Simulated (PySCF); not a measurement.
CH₅AlFNO, SMILES C[NH][Al]([F])[OH]. Atoms are numbered in the order given.

```xyz
10

Al    -0.0330    -0.5362     0.0000
F     -1.0766    -1.8332     0.0000
N     -0.6843     1.0996     0.0000
C      0.0697     2.3407     0.0000
H     -1.6889     1.2534     0.0000
H     -0.1345     2.9641    -0.8915
H     -0.1345     2.9641     0.8915
H      1.1491     2.1226     0.0000
O      1.6474    -0.7490     0.0000
H      2.1195    -1.5841     0.0000
```

Coordinates come from a r2SCAN-D4/def2-SVP optimisation. The structure was generated by enumeration; whether it is a known compound was not checked. One conformer was computed; it need not be the lowest.

Two levels are set side by side: PBE/pcSseg-1 (PySCF) and HF/pcSseg-1 (PySCF). GIAO shifts against CFCl3 (¹⁹F), H2O (¹⁷O), NH3 (¹⁵N), TMS (¹H), TMS (¹³C) at the same level; non-relativistic, no solvent, atoms listed together averaged. Differences are taken from unrounded values.

```json
[
 {"quantity": "δ(¹⁹F) of F2 (ppm)", "HF": "-163.1"},
 {"quantity": "δ(¹⁵N) of N3 (ppm)", "HF": "-1.4"},
 {"quantity": "δ(¹³C) of C4 (ppm)", "HF": "31.0"},
 {"quantity": "δ(¹H) of H5 (ppm)", "HF": "0.14"},
 {"quantity": "δ(¹⁷O) of O9 (ppm)", "HF": "-10.2"},
 {"quantity": "δ(¹H) of H10 (ppm)", "HF": "1.96"}
]
```

Question: What does PBE give, and how far is it from HF? (Estimate from the structure and the level; the computed values follow.)

Answer: 
```csv
quantity,PBE,PBE minus HF
δ(¹⁹F) of F2 (ppm),-220.8,-57.7
δ(¹⁵N) of N3 (ppm),21.1,22.5
δ(¹³C) of C4 (ppm),36.0,5.1
δ(¹H) of H5 (ppm),0.27,0.14
δ(¹⁷O) of O9 (ppm),7.2,17.4
δ(¹H) of H10 (ppm),1.35,-0.62
```

Rough cost on one machine, each run with all the roots and properties that it gave: HF against PBE within a factor of 2.
